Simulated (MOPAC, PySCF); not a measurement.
H₅B₃O, SMILES `BBBO`, neutral singlet in the gas phase. 

Z-matrix (Å, degrees):
```
B
H 1 1.2053
B 1 1.6095 2 119.87
H 3 1.1983 1 124.50 2 92.92
H 3 1.2028 4 115.74 1 -177.96
B 1 1.6740 2 115.08 3 177.74
O 6 1.3608 1 128.37 2 94.52
H 7 0.9634 6 114.08 1 0.88
H 6 1.2074 7 114.88 8 -179.40
```
Charge 0, spin multiplicity 1.

All levels are single points at this geometry (r2SCAN-D4/def2-TZVP); Pople sets use spherical d functions. Orbital energies aren't observables, and empty levels follow the basis.

HF/STO-3G in PySCF gives gap (eV) = 15.69.

Problem. Estimate the gap (eV) from each of these levels: PBE-D3(BJ)/def2-TZVP in PySCF; r2SCAN-D4/def2-TZVP in PySCF; BP86/6-31G* in PySCF; M06-2X/6-31G* in PySCF; PBE/6-31G* in PySCF; SVWN5/6-31G* in PySCF; AM1 in MOPAC; PM3 in MOPAC.

Solution. 
```tsv
level	gap (eV)
PBE-D3(BJ)/def2-TZVP in PySCF	3.73
r2SCAN-D4/def2-TZVP in PySCF	4.32
BP86/6-31G* in PySCF	3.84
M06-2X/6-31G* in PySCF	8.30
PBE/6-31G* in PySCF	3.79
SVWN5/6-31G* in PySCF	3.61
AM1 in MOPAC	10.98
PM3 in MOPAC	11.43
```
